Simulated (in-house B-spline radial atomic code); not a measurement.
Radial electron density of Xe8+, [Ar] 3d10 4s2 4p5 4d10 7g1. Computed with an all-electron radial atomic-structure program (B-spline basis): Dirac-Hartree-Fock, average of configuration, Fermi nucleus of rms radius 4.7859 fm.

Columns: r (bohr), 4πr²n(r) (electrons per bohr), bar.

```
0.000952    1.939 #
 0.00121    2.931 #
 0.00153     4.36 ##
 0.00193      6.4 ###
 0.00245    9.382 #####
  0.0031    13.48 #######
 0.00392       19 #########
 0.00497    26.24 #############
 0.00629     35.1 #################
 0.00796    45.23 ######################
  0.0101    55.78 ###########################
  0.0128    64.85 ###############################
  0.0162    70.41 ##################################
  0.0205    71.01 ##################################
  0.0259    67.22 #################################
  0.0328    62.62 ##############################
  0.0415    63.03 ##############################
  0.0526    71.99 ###################################
  0.0666    85.12 #########################################
  0.0843       91 ############################################
   0.107    82.23 ########################################
   0.135    68.46 #################################
   0.171    66.47 ################################
   0.217    75.43 ####################################
   0.274    71.93 ###################################
   0.347       48 #######################
    0.44    27.19 #############
   0.557    25.86 #############
   0.705    28.52 ##############
   0.892    21.02 ##########
    1.13    9.468 #####
    1.43    2.597 #
    1.81   0.4713 
    2.29  0.09192 
     2.9 0.0008196 
    3.68  0.08785 
    4.66  0.07809 
    5.89  0.02369 
    7.46    0.233 
    9.45   0.1177 
      12 0.008988 
    15.1 0.0001134 
    19.2 1.038e-07 
    24.3 3.936e-14
```

On this grid the curve has 6 maxima, near 0.0205, 0.0843, 0.217, 0.705, 3.68, 7.46 bohr.

The 4p1/2 radial function P(r) = rR(r), positive near the nucleus, with its small component Q(r) (sign convention: Q ≈ (P' + κP/r)/2c):

| r (bohr) | P | Q |
| --- | --- | --- |
| 0.000469 | 0.001486 | 0.006022 |
| 0.000752 | 0.002542 | 0.0092 |
| 0.00121 | 0.004507 | 0.01401 |
| 0.00193 | 0.008233 | 0.02094 |
| 0.0031 | 0.01583 | 0.03098 |
| 0.00497 | 0.03139 | 0.04453 |
| 0.00796 | 0.06311 | 0.06123 |
| 0.0128 | 0.1259 | 0.0784 |
| 0.0205 | 0.2359 | 0.08826 |
| 0.0328 | 0.3905 | 0.07837 |
| 0.0526 | 0.5043 | 0.038 |
| 0.0843 | 0.3446 | -0.02041 |
| 0.135 | -0.2584 | -0.04878 |
| 0.217 | -0.76 | -0.01365 |
| 0.347 | -0.06511 | 0.02886 |
| 0.557 | 1.205 | 0.01837 |
| 0.892 | 1.082 | -0.002613 |
| 1.43 | 0.2676 | -0.002358 |
| 2.29 | 0.01333 | -0.000161 |
